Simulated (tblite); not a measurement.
Compound: C₆H₅FN (doublet state).
Atom-mapped SMILES: `[CH2:1]=[C:2]/[C:3]([CH3:4])=[C:5](\[F:6])[C:7]#[N:8]` (hydrogens: H9, H10 on C1; H11, H12, H13 on C4)

A start from a force field or distance geometry was refined with tblite 0.8.0, GFN2-xTB geometry optimisation, gas phase. Values at the start:

```
coordinate    start
     C1=C2  1.309 Å
     C1–H9  1.074 Å
    C1–H10  1.077 Å
     C2–C3  1.422 Å
     C3–C4  1.512 Å
     C3=C5  1.314 Å
    C4–H11  1.128 Å
     C5–F6  1.349 Å
     C5–C7  1.458 Å
     C7≡N8  1.176 Å
  C1–C2–C3   123.3°
  C2–C3–C4   116.6°
  C2–C3–C5   128.7°
  C3–C5–F6   125.7°
  C3–C5–C7   119.7°
  C4–C3–C5   114.7°
  C5–C7–N8   178.7°
  F6–C5–C7   114.6°
```

Problem. How do these coordinates change at the GFN2-xTB level?

Solution. 
| coordinate | GFN2-xTB (Å or °) | change |
| --- | --- | --- |
| C3=C5 | 1.409 | +0.095 |
| C2–C3 | 1.336 | -0.086 |
| C5–C7 | 1.386 | -0.072 |
| C4–H11 | 1.088 | -0.040 |
| C1=C2 | 1.286 | -0.023 |
| C7≡N8 | 1.155 | -0.021 |
| C1–H9 | 1.081 | +0.007 |
| C3–C4 | 1.506 | -0.006 |
| C1–H10 | 1.081 | +0.004 |
| C5–F6 | 1.352 | +0.003 |
| C1–C2–C3 | 179.6 | +56.3 |
| C2–C3–C5 | 120.5 | -8.2 |
| C3–C5–F6 | 118.8 | -6.9 |
| C3–C5–C7 | 124.4 | +4.7 |
| C4–C3–C5 | 118.9 | +4.2 |
| C2–C3–C4 | 120.7 | +4.1 |
| F6–C5–C7 | 116.8 | +2.2 |
| C5–C7–N8 | 179.0 | +0.3 |

The energy falls by 32.0 kcal/mol over 92 L-BFGS steps, the largest force on an atom goes from 3.47 to 0.010 eV/Å, and the atoms move by 0.623 Å rms after alignment. The bond that changes most is C3=C5 (ends: carbon bonded to 3 C; carbon bonded to 2 C and F), which lengthens by 0.095 Å. Bonds longer at the end by more than 0.005 Å: 2 of 12; shorter: 8. Among the dihedrals that turn most is C5–C3–C4–H13, from -117° to -104°. Rotational constants go from 3695, 1618, 1134 to 3817, 1429, 1054 MHz.

Hardware: one thread of an Arm Neoverse V2 (shared host). Cost: 0.38 s wall.

GFN2-xTB frequencies show an imaginary mode (57i cm⁻¹), so the point is no minimum at that level.

These are computed values.
